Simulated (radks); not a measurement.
The lithium anion Li-, [He] 2s2, held by a Watson sphere: a shell of charge +1 at radius R that stands for the Madelung well of a crystal (potential energy -1/R inside, -1/r outside, in hartree with lengths in bohr). Method: scalar-relativistic Kohn-Sham, PBE, spin-polarised, spherical densities, finite nucleus; Fermi nuclear charge, rms radius of each element as measured or else 0.836 A^(1/3) + 0.57 fm; computed with a radial shooting solver on a logarithmic mesh with Libxc functionals. Response by self-consistent Sternheimer equations with the Hartree and adiabatic LDA kernel, the relativistic mass of each level held fixed and spin-orbit coupling left out. The sphere does not respond.

R (bohr)  e(1s) (eV)  e(2s) (eV)  <r> 2s (bohr)  sum of <r^2> (bohr^2)  X-ray form factor at sin(theta)/lambda = 0.2 1/angstrom  alpha (bohr^3)
2.45         -51.956      -4.386          3.362                  27.44                                                    1.726           96.08
3.1          -50.995      -4.053          3.603                  31.24                                                    1.703           119.6
3.16         -50.942      -4.022          3.625                  31.61                                                    1.702           122.1
3.53         -50.689      -3.830          3.762                  33.96                                                    1.699           138.7
